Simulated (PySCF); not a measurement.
## Xe (xenon, neutral) across methods

[Kr] 4d10 5s1 5p6 5d1, high-spin 3D determinant (an excited configuration). Calculation: PySCF 2.14, in aug-cc-pwCVDZ-PP with ECP28MDF (6s5p4d1f, 48 functions); scalar relativity through the core potential.

```json
{"method": "PBE", "E (hartree)": "-328.4693", "mean ε 5p α (eV)": "-10.521", "mean ε 5p β (eV)": "-9.515", "mean ε 5d α (eV)": "2.136", "Σ⟨r²⟩ (bohr²)": "63.43", "⟨S²⟩": "2.000"}
{"method": "r2SCAN0", "E (hartree)": "-328.5453", "mean ε 5p α (eV)": "-12.407", "mean ε 5p β (eV)": "-10.604", "mean ε 5d α (eV)": "1.316", "Σ⟨r²⟩ (bohr²)": "63.45", "⟨S²⟩": "2.003"}
{"method": "PBEsol", "E (hartree)": "-328.1656", "mean ε 5p α (eV)": "-10.539", "mean ε 5p β (eV)": "-9.551", "mean ε 5d α (eV)": "2.188", "Σ⟨r²⟩ (bohr²)": "63.39", "⟨S²⟩": "2.000"}
{"method": "UHF", "E (hartree)": "-327.32213", "mean ε 5p α (eV)": "-15.749", "mean ε 5p β (eV)": "-11.972", "mean ε 5d α (eV)": "-0.296", "Σ⟨r²⟩ (bohr²)": "64.35", "⟨S²⟩": "2.010"}
{"method": "LDA", "E (hartree)": "-328.0324", "mean ε 5p α (eV)": "-10.635", "mean ε 5p β (eV)": "-9.731", "mean ε 5d α (eV)": "2.269", "Σ⟨r²⟩ (bohr²)": "63.38", "⟨S²⟩": "2.000"}
{"method": "PBE0", "E (hartree)": "-328.4744", "mean ε 5p α (eV)": "-12.053", "mean ε 5p β (eV)": "-10.452", "mean ε 5d α (eV)": "1.354", "Σ⟨r²⟩ (bohr²)": "63.44", "⟨S²⟩": "2.001"}
{"method": "r2SCAN", "E (hartree)": "-328.5876", "mean ε 5p α (eV)": "-11.053", "mean ε 5p β (eV)": "-9.759", "mean ε 5d α (eV)": "2.053", "Σ⟨r²⟩ (bohr²)": "63.37", "⟨S²⟩": "2.001"}
{"method": "B3LYP", "E (hartree)": "-328.5648", "mean ε 5p α (eV)": "-11.640", "mean ε 5p β (eV)": "-10.277", "mean ε 5d α (eV)": "1.668", "Σ⟨r²⟩ (bohr²)": "63.54", "⟨S²⟩": "2.001"}
{"method": "wB97X", "E (hartree)": "-328.4935", "mean ε 5p α (eV)": "-14.461", "mean ε 5p β (eV)": "-12.605", "mean ε 5d α (eV)": "-0.410", "Σ⟨r²⟩ (bohr²)": "63.52", "⟨S²⟩": "2.003"}
```

Energies and moments cover only the electrons outside the core potential. The outer electron is Rydberg-like, and this basis confines it to a smaller radius and binds it less than a complete one would.

The highest occupied level is positive at PBE, r2SCAN0, PBEsol, LDA, PBE0, r2SCAN, B3LYP: only the finite basis holds that electron, which in a density functional comes from self-interaction.
